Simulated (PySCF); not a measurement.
**Field gradients at the hydrogen positions**

C₂H₁₄Si₄.
SMILES with atom numbers: `[CH3:1][Si@@H:2]([SiH3:3])[Si@@H:4]([CH3:5])[SiH3:6]` (hydrogens: H7, H8, H9 on C1; H10 on Si2; H11, H12, H13 on Si3; H14 on Si4; H15, H16, H17 on C5; H18, H19, H20 on Si6)

Cartesian coordinates in Å at the GFN2-xTB level; atoms count from 1:
```xyz
20
C2H14Si4 angstrom
C      1.2901    1.8945   -1.1412
Si     1.0462    0.0145   -0.9174
Si     2.4787   -0.7275    0.7565
Si    -1.2375   -0.3491   -0.5338
C     -1.4091   -2.1243    0.1471
Si    -2.2682    1.1231    0.9401
H      1.0288    2.4347   -0.2353
H      0.6694    2.2843   -1.9427
H      2.3210    2.1382   -1.3803
H      1.4746   -0.5717   -2.2097
H      2.4195   -2.1835    0.9162
H      2.1071   -0.1613    2.0584
H      3.8935   -0.3969    0.5629
H     -2.0004   -0.3643   -1.8048
H     -0.8642   -2.2410    1.0801
H     -2.4468   -2.3790    0.3411
H     -1.0189   -2.8585   -0.5515
H     -1.9681    2.5150    0.5903
H     -1.7914    0.9338    2.3145
H     -3.7294    1.0299    1.0065
```

Level: PBE0/pcSseg-1 (PySCF, non-relativistic); Q(2H) = 0.00286 b; rigid geometry, the same for H and D, with no vibrational averaging.

Task: Rank these positions by the coupling χzz of a deuteron there, largest first.
A. H18 (Si–H hydrogen)
B. H9 (methyl hydrogen)
C. H10 (Si–H hydrogen)

Result: B (219 kHz), A (110 kHz), C (103 kHz).

Task: What are Vzz, η and χzz (234.96 MHz × Q × Vzz) at all hydrogens?

Result: 
```json
{"atom": "H7", "bonded to": "C1", "bond length (Å)": "1.087", "Vzz (au)": "0.3231", "η": "0.01", "χzz (kHz)": "217"}
{"atom": "H8", "bonded to": "C1", "bond length (Å)": "1.086", "Vzz (au)": "0.3252", "η": "0.01", "χzz (kHz)": "219"}
{"atom": "H9", "bonded to": "C1", "bond length (Å)": "1.086", "Vzz (au)": "0.3253", "η": "0.01", "χzz (kHz)": "219"}
{"atom": "H10", "bonded to": "Si2", "bond length (Å)": "1.482", "Vzz (au)": "0.1532", "η": "0.01", "χzz (kHz)": "103"}
{"atom": "H11", "bonded to": "Si3", "bond length (Å)": "1.466", "Vzz (au)": "0.1638", "η": "0.01", "χzz (kHz)": "110"}
{"atom": "H12", "bonded to": "Si3", "bond length (Å)": "1.468", "Vzz (au)": "0.1624", "η": "0.01", "χzz (kHz)": "109"}
{"atom": "H13", "bonded to": "Si3", "bond length (Å)": "1.466", "Vzz (au)": "0.1639", "η": "0.00", "χzz (kHz)": "110"}
{"atom": "H14", "bonded to": "Si4", "bond length (Å)": "1.482", "Vzz (au)": "0.1532", "η": "0.01", "χzz (kHz)": "103"}
{"atom": "H15", "bonded to": "C5", "bond length (Å)": "1.087", "Vzz (au)": "0.3231", "η": "0.01", "χzz (kHz)": "217"}
{"atom": "H16", "bonded to": "C5", "bond length (Å)": "1.086", "Vzz (au)": "0.3254", "η": "0.01", "χzz (kHz)": "219"}
{"atom": "H17", "bonded to": "C5", "bond length (Å)": "1.086", "Vzz (au)": "0.3252", "η": "0.01", "χzz (kHz)": "219"}
{"atom": "H18", "bonded to": "Si6", "bond length (Å)": "1.466", "Vzz (au)": "0.1635", "η": "0.01", "χzz (kHz)": "110"}
{"atom": "H19", "bonded to": "Si6", "bond length (Å)": "1.467", "Vzz (au)": "0.1629", "η": "0.00", "χzz (kHz)": "109"}
{"atom": "H20", "bonded to": "Si6", "bond length (Å)": "1.466", "Vzz (au)": "0.1640", "η": "0.00", "χzz (kHz)": "110"}
```

Task: Average by the element that carries the hydrogen.

Result: on C: 218 kHz over 6 positions, mean bond length 1.086 Å; on Si: 108 kHz over 8 positions, mean bond length 1.470 Å.

Task: Give the 2H NMR doublet splittings at H17 for a magnetic field along the z, y and x axes of the gradient: 3χ/2, 3χ(1 + η)/4, 3χ(1 − η)/4.

Result: With |χ| = 218.5 kHz and η = 0.011: 328, 166 and 162 kHz, to first order and without motion.

Geometry: GFN2-xTB, one conformer, isolated molecule. GFN2-xTB bond lengths can be off by several hundredths of an ångström, more for odd bonds, and the gradients follow them. With a basis this small, the couplings can be 20 % off.
